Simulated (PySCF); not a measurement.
Computed properties of CH5AlClN, SMILES C[NH][AlH][Cl]

Al(Cl)(H)(NHMe) (CH5AlClN), SMILES C[NH][AlH][Cl]. Geometry optimised at B3LYP-D3(BJ)/def2-SVP. The values are those of a single conformer. All values are computed for the isolated molecule unless a solvent is named; none is compared with measurement here.

**Structure.** The optimised structure has Cs symmetry. All 21 harmonic modes at B3LYP-D3(BJ)/def2-SVP (PySCF) are real, so it is a minimum. With heavy atoms numbered as in [AlH:1]([Cl:2])[NH:4][CH3:5], the shortest bond between them is N4–C5 at 1.454 Å and the longest Al1–Cl2 at 2.114 Å.

**Vibrations.** The strongest infrared lines (harmonic, unscaled, degenerate partners summed) lie at 673 cm⁻¹ (179 km/mol, H 85 %), 468 cm⁻¹ (167 km/mol, H 75 %, Al 16 %), 1991 cm⁻¹ (128 km/mol, H 96 %). The softest mode is at 113 cm⁻¹ and the zero-point energy is 39.3 kcal/mol.

**Electronic structure.** PBE0/def2-TZVP (PySCF) places the frontier levels at -7.07 and -0.53 eV, a gap of 6.54 eV, and gives a dipole moment of 2.17 D and a mean polarisability of 58.1 bohr³.

**Excitations.** TDA-PBE0/def2-SVPD (PySCF) has S1 at 5.73 eV (216 nm, f = 0.028, weak); the most intense of the 10 singlets computed lies at 5.76 eV (f = 0.13). T1 (TDA) is at 4.65 eV, 1.08 eV under S1. No vertical singlet excitation falls in the visible range (under 3.1 eV).

**NMR.** GIAO shifts at PBE0/pcSseg-1 (PySCF) (non-relativistic, atoms alike by connectivity averaged): ¹³C at 33.7 ppm against TMS; ¹H from 1.8 to 4.7 ppm against TMS. Without spin–orbit terms, shifts of atoms bonded to Cl or Br come out too high.
